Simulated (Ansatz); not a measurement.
Zn4H14Se4⁺. The state is a doublet with charge 1. Geometry r2SCAN-D4/def2-SVP, that of the neutral singlet; atoms count from 1.

Cartesian coordinates in Å:
```
Zn -2.962 0.559 -0.187
Se -0.858 -1.700 -1.524
Zn 0.637 1.448 -2.586
Se -0.740 1.895 -0.423
Se 2.444 -0.084 -0.160
Zn 0.784 -1.958 0.445
Zn 0.567 2.393 1.773
Se -0.575 -0.734 2.261
H -4.160 1.404 -0.687
H -2.448 -0.818 0.426
H -0.044 -2.528 -2.446
H -1.660 -2.880 -1.117
H 1.022 -0.087 -2.413
H 0.723 2.731 -3.451
H -1.272 3.229 -0.723
H 3.203 -0.950 -1.095
H 3.373 -0.413 0.950
H 1.342 -3.374 0.764
H 0.217 3.808 2.300
H 1.396 1.049 1.969
H -1.393 -1.925 2.598
H 0.404 -1.064 3.326
```

Single mean-field runs in def2-TZVP are fitted with def2-universal-jkfit. In the doublet geometry the species has come apart into loosely held pieces.

(1) Estimate the Mulliken populations from the PBE0/def2-TZVP orbitals of Ansatz.

(2) Where does the spin sit?

(3) And the Mayer bond orders between heavy atoms (over 0.3)?

Answers

(1) 
```json
{"atom": "Zn1", "charge (e)": "0.21", "spin (α − β)": "0.02", "d electrons": "10.02"}
{"atom": "Se2", "charge (e)": "-0.19", "spin (α − β)": "0.01", "d electrons": "–"}
{"atom": "Zn3", "charge (e)": "0.21", "spin (α − β)": "0.04", "d electrons": "10.02"}
{"atom": "Se4", "charge (e)": "-0.16", "spin (α − β)": "0.31", "d electrons": "–"}
{"atom": "Se5", "charge (e)": "-0.19", "spin (α − β)": "0.00", "d electrons": "–"}
{"atom": "Zn6", "charge (e)": "0.19", "spin (α − β)": "0.00", "d electrons": "10.05"}
{"atom": "Zn7", "charge (e)": "0.21", "spin (α − β)": "0.07", "d electrons": "10.01"}
{"atom": "Se8", "charge (e)": "-0.20", "spin (α − β)": "0.00", "d electrons": "–"}
{"atom": "H9", "charge (e)": "0.00", "spin (α − β)": "0.15", "d electrons": "–"}
{"atom": "H10", "charge (e)": "-0.12", "spin (α − β)": "0.07", "d electrons": "–"}
{"atom": "H11", "charge (e)": "0.20", "spin (α − β)": "0.01", "d electrons": "–"}
{"atom": "H12", "charge (e)": "0.20", "spin (α − β)": "0.00", "d electrons": "–"}
{"atom": "H13", "charge (e)": "-0.15", "spin (α − β)": "0.00", "d electrons": "–"}
{"atom": "H14", "charge (e)": "0.00", "spin (α − β)": "0.17", "d electrons": "–"}
{"atom": "H15", "charge (e)": "0.22", "spin (α − β)": "-0.01", "d electrons": "–"}
{"atom": "H16", "charge (e)": "0.20", "spin (α − β)": "0.00", "d electrons": "–"}
{"atom": "H17", "charge (e)": "0.19", "spin (α − β)": "0.00", "d electrons": "–"}
{"atom": "H18", "charge (e)": "-0.05", "spin (α − β)": "0.00", "d electrons": "–"}
{"atom": "H19", "charge (e)": "0.01", "spin (α − β)": "0.16", "d electrons": "–"}
{"atom": "H20", "charge (e)": "-0.14", "spin (α − β)": "0.00", "d electrons": "–"}
{"atom": "H21", "charge (e)": "0.19", "spin (α − β)": "0.00", "d electrons": "–"}
{"atom": "H22", "charge (e)": "0.20", "spin (α − β)": "0.00", "d electrons": "–"}
```
Mulliken values depend strongly on the basis.

(2) Summed by element: Zn 0.14, Se 0.32, H 0.54, of 1 unpaired in all. Largest on single atoms: Se4 0.31, H14 0.17, H19 0.16.

(3) Zn1–Se4 0.48 (2.60 Å); Se2–Zn6 0.50 (2.58 Å); Zn3–Se4 0.45 (2.60 Å); Se4–Zn7 0.42 (2.60 Å); Se5–Zn6 0.51 (2.58 Å); Zn6–Se8 0.50 (2.58 Å).
